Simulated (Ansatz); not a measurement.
Cost and result up the ladder for Be₂F₃ (the lowest doublet isomer of a short search) (5 atoms). Charge 0, multiplicity 2. Geometry: r2SCAN-D4/def2-TZVP.

Cartesian coordinates in Å:
```
Be 0.9216 1.0255 0.8196
Be -0.3453 -0.3847 -0.3077
F -0.1508 1.1659 -0.3256
F 0.7161 -0.5363 0.8293
F -1.1417 -1.2704 -1.0155
```

Ansatz on 4 threads of Arm Neoverse V1 on a shared host. Times are rough, and most runs start from the orbitals of an earlier one. r2SCAN0-D4/def2-TZVP serves as the yardstick here, not as an exact answer. Differences are given only for rows in sets of like size (and for xTB, whose basis is part of the method), since another set adds its own error. Binding counts from free atoms at the same level (Be singlet, F doublet; other spins of the atoms weren't run), without zero-point energy or a counterpoise term.

HSE06 is defined as in plane-wave codes, on full-range PBE exchange. Correlated methods freeze 3 core orbitals. The structure comes from a short search, and lower isomers may exist.

Correlated methods converge slowly with the basis.

```csv
level,functions,wall time
PBE-D4/def2-SVP,60,0.6 s
PBE0-D4/def2-SVP,60,0.8 s
MP2/def2-TZVP,131,0.95 s
revPBE-D4/def2-TZVP,131,1.1 s
PBE-D4/def2-TZVP,131,1.2 s
BLYP-D4/def2-TZVP,131,1.4 s
PBE0-D4/def2-TZVP,131,1.4 s
HSE06-D4/def2-TZVP,131,1.6 s
PBE-D4/def2-TZVPD,164,1.8 s
RPA@PBE/def2-TZVP,131,2.1 s
PBE0-D4/def2-TZVPD,164,2.2 s
r2SCAN0-D4/def2-TZVP,131,2.8 s
r2SCAN-D4/def2-TZVP (with forces),131,3 s
B97M-V/def2-TZVP,131,4.5 s
```

Q: Estimate what each level gives for the binding energy per atom (eV).

A: 
```
                            level  binding energy per atom (eV)  difference from r2SCAN0-D4/def2-TZVP (eV)
                  PBE-D4/def2-SVP                          4.24                                          –
                 PBE0-D4/def2-SVP                          4.07                                          –
                    MP2/def2-TZVP                          4.17                                       0.14
              revPBE-D4/def2-TZVP                          4.01                                      -0.01
                 PBE-D4/def2-TZVP                          4.18                                       0.15
                BLYP-D4/def2-TZVP                          4.11                                       0.09
                PBE0-D4/def2-TZVP                          4.03                                       0.01
               HSE06-D4/def2-TZVP                          4.04                                       0.01
                PBE-D4/def2-TZVPD                          4.18                                       0.16
                RPA@PBE/def2-TZVP                          3.51                                      -0.52
               PBE0-D4/def2-TZVPD                          4.05                                       0.02
             r2SCAN0-D4/def2-TZVP                          4.02                                       0.00
r2SCAN-D4/def2-TZVP (with forces)                          4.15                                       0.13
                 B97M-V/def2-TZVP                          4.01                                      -0.01
```
